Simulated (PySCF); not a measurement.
Molecular orbitals of CsTl⁺

UHF at R = 4.504 Å; PySCF, scalar-relativistic core potentials, basis sets Cs def2-SVPD with ECP46, Tl def2-SVPD with ECP60. State: ²Σ⁺ (doublet), unpaired electrons σ ↑. Only the outer orbitals are listed, counted within each symmetry, core potentials removing the inner ones.

```json
{"spin": "α", "orbital": "3π", "occ.": "1", "ε (eV)": "-22.70", "on Cs (%)": "100", "main shells (%)": "100 Cs p"}
{"spin": "α", "orbital": "3π", "occ.": "1", "ε (eV)": "-22.70", "on Cs (%)": "100", "main shells (%)": "100 Cs p"}
{"spin": "α", "orbital": "5σ", "occ.": "1", "ε (eV)": "-22.67", "on Cs (%)": "100", "main shells (%)": "100 Cs p"}
{"spin": "α", "orbital": "6σ", "occ.": "1", "ε (eV)": "-16.22", "on Cs (%)": "0", "main shells (%)": "99 Tl s"}
{"spin": "α", "orbital": "7σ", "occ.": "1", "ε (eV)": "-8.74", "on Cs (%)": "5", "main shells (%)": "92 Tl p"}
{"spin": "α", "orbital": "8σ", "occ.": "0", "ε (eV)": "-2.94", "on Cs (%)": "98", "main shells (%)": "92 Cs s"}
{"spin": "α", "orbital": "4π", "occ.": "0", "ε (eV)": "-2.78", "on Cs (%)": "30", "main shells (%)": "69 Tl p, 21 Cs p, 9 Cs d"}
{"spin": "α", "orbital": "4π", "occ.": "0", "ε (eV)": "-2.78", "on Cs (%)": "30", "main shells (%)": "69 Tl p, 21 Cs p, 9 Cs d"}
{"spin": "β", "orbital": "3π", "occ.": "1", "ε (eV)": "-22.68", "on Cs (%)": "100", "main shells (%)": "100 Cs p"}
{"spin": "β", "orbital": "3π", "occ.": "1", "ε (eV)": "-22.68", "on Cs (%)": "100", "main shells (%)": "100 Cs p"}
{"spin": "β", "orbital": "5σ", "occ.": "1", "ε (eV)": "-22.59", "on Cs (%)": "100", "main shells (%)": "100 Cs p"}
{"spin": "β", "orbital": "6σ", "occ.": "1", "ε (eV)": "-14.92", "on Cs (%)": "0", "main shells (%)": "100 Tl s"}
{"spin": "β", "orbital": "7σ", "occ.": "0", "ε (eV)": "-3.05", "on Cs (%)": "100", "main shells (%)": "99 Cs s"}
{"spin": "β", "orbital": "4π", "occ.": "0", "ε (eV)": "-2.47", "on Cs (%)": "40", "main shells (%)": "60 Tl p, 34 Cs p"}
{"spin": "β", "orbital": "4π", "occ.": "0", "ε (eV)": "-2.47", "on Cs (%)": "40", "main shells (%)": "60 Tl p, 34 Cs p"}
```

Q: Which are the highest filled and the lowest empty level, where do they sit, and how wide is the gap?

A: Highest filled α 7σ at -8.74 eV (in %: 92 Tl p); lowest empty β 7σ at -3.05 eV (in %: 99 Cs s); the gap at UHF is 5.69 eV.

| Quantity | Value |
| --- | --- |
| bond order (Mayer) | 0.09 |
| ⟨S²⟩ | 0.760 |
| charge on Cs (Mulliken, basis-dependent) | 0.95 |
| charge on Cs (Löwdin, basis-dependent) | 0.77 |
| dipole moment (positive dipole points towards Tl; it is taken about the centre of mass and depends on that origin) | -9.75 D |
| polarisability along the bond | 150.3 bohr³ |
| polarisability across the bond | 70.1 bohr³ |

These are scalar-relativistic numbers at best; spin–orbit coupling would shift them, the dissociation energy most. The state is the lowest determinant that a PBE0 search found; another state may lie lower at other levels.
